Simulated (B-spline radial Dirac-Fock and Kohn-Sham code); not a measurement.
4d3/2 photoionisation of Pd⁷⁺ near threshold

System: the Pd⁷⁺ ion in the configuration [Kr] 4d3. The computed 4d3/2 threshold is 119.3 eV; without correlation, outer thresholds are uncertain by 1 to 2 eV. With an open shell the threshold is an average over the terms of the final ion.

Input file task.json (cfg lists n, l and occupation; rrms is the nuclear radius in fm):

```json
{"items": [{
  "Z": 46,
  "q": 7,
  "cfg": [[1, 0, 2], [2, 0, 2], [2, 1, 6], [3, 0, 2], [3, 1, 6], [3, 2, 10], [4, 0, 2], [4, 1, 6], [4, 2, 3]],
  "A": 106,
  "rrms": 4.5318,
  "do": ["binding", "quiet", "photo", "scan"],
  "hv": [39.2, 42.9, 54.4, 70.2, 97.2, 262.0, 378.0, 701.0, 1070.0, 1100.0, 3390.0, 5010.0, 16600.0, 17700.0, 19200.0, 24200.0, 26000.0, 29600.0, 33600.0, 60300.0, 93800.0, 94800.0, 97900.0, 122000.0]
}]}
```

Run with: `python xray_run.py task.json out`

Level of theory: Dirac-Hartree-Slater photoionisation with all multipoles and Dirac-Fock thresholds; a B-spline atomic structure program. Interchannel coupling and autoionising resonances are not included, so magnitudes near threshold are approximate.

| kinetic energy (eV) | σ (Mb) | β |
| --- | --- | --- |
| 1.5 | 0.0752 | -0.96 |
| 1.9 | 0.0757 | -0.97 |
| 2.3 | 0.0763 | -0.98 |
| 2.9 | 0.0770 | -0.99 |
| 3.7 | 0.0779 | -0.99 |
| 4.6 | 0.0791 | -1.00 |
| 5.7 | 0.0806 | -1.00 |
| 7.2 | 0.0825 | -0.99 |
| 9.0 | 0.0849 | -0.97 |
| 11.2 | 0.0878 | -0.93 |
| 14.0 | 0.0915 | -0.88 |
| 17.5 | 0.0959 | -0.80 |
| 21.9 | 0.101 | -0.70 |
| 27.4 | 0.107 | -0.57 |
| 34.2 | 0.114 | -0.42 |
| 42.8 | 0.120 | -0.25 |
| 53.5 | 0.126 | -0.07 |
| 66.9 | 0.129 | 0.12 |
| 83.7 | 0.129 | 0.31 |
| 104.7 | 0.126 | 0.48 |
| 130.9 | 0.119 | 0.66 |
| 163.6 | 0.106 | 0.81 |
| 204.6 | 0.0902 | 0.94 |
| 255.8 | 0.0732 | 1.05 |
| 319.9 | 0.0567 | 1.15 |
| 400.0 | 0.0420 | 1.22 |

The cross section shows no minimum in this range. Its largest value, 0.129 Mb, lies 67 eV above threshold, delayed by the centrifugal barrier of the l+1 channel. β ranges from -1.00 (at 4.6 eV) to 1.22.

Run: 2.9 s of CPU time on 1 thread of Intel(R) Xeon(R) 6975P-C (shared host), peak memory 0.37 GiB.
